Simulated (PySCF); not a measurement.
## Telling isomers of C3H8F2OSi3 apart by NMR

One conformer, fast rotation and ring inversion assumed for equivalent nuclei, isolated molecule, no relativistic terms. Geometry from GFN2-xTB; GIAO PBE0/pcSseg-1 shieldings; PySCF.

Referencing at the same level of theory: $^{1}$H, $^{13}$C vs TMS. Splittings of carbon signals by F and P are missing where no couplings were computed. Where no couplings were computed, multiplicities follow the n + 1 count of equivalent neighbours, and m marks all less simple cases (inequivalent or close neighbours, rings, F or P nearby). Shifts are as computed. Against solution values, carbons near 30 ppm lie about +3 ppm off and those near 130 ppm about +5 ppm. Of 1309 compounds with measured shifts, 239 miss one by over three times the rms of a fit or turn the order of signals round; such compounds aren't used in these exercises.

(1) Tabulate the signals of `C=C(F)[Si]1(CF)[SiH2]O[SiH2]1`, `CC(=O)[C@]1(F)[SiH2][Si@@H](F)[SiH2]1` and their relative energies.

(2) What is the quickest way to tell C=C(F)[Si]1(CF)[SiH2]O[SiH2]1 from CC(=O)[C@]1(F)[SiH2][Si@@H](F)[SiH2]1?

Answers

(1) 
```json
{"SMILES": "C=C(F)[Si]1(CF)[SiH2]O[SiH2]1", "carbon types": "1×C 2×CH2", "δC": "178.5, 118.8, 81.0", "δH": "6.05 (m, 2H), 6.05 (m, 1H), 5.93 (m, 2H), 5.50 (m, 1H), 5.38 (m, 2H)", "E rel. (kcal/mol)": "14.6"}
{"SMILES": "CC(=O)[C@]1(F)[SiH2][Si@@H](F)[SiH2]1", "carbon types": "2×C 1×CH3", "δC": "230.9, 105.6, 26.8", "δH": "5.78 (m, 1H), 5.09 (m, 2H), 4.43 (m, 2H), 2.47 (s, 3H)", "E rel. (kcal/mol)": "0.0"}
```

Energies are electronic energies at PBE0/pcSseg-1 on these geometries, without zero-point or thermal terms, each for the one conformer computed, which needn't be the lowest.

(2) Both give the same number of carbon signals, but DEPT or the intensities differ. The first has a terminal =CH2 carbon at 118.8 ppm, the second a fully substituted sp3 carbon bonded to F and 2 Si, α to a carbonyl (C) at 105.6 ppm. Their most deshielded carbons lie at 178.5 and 230.9 ppm.
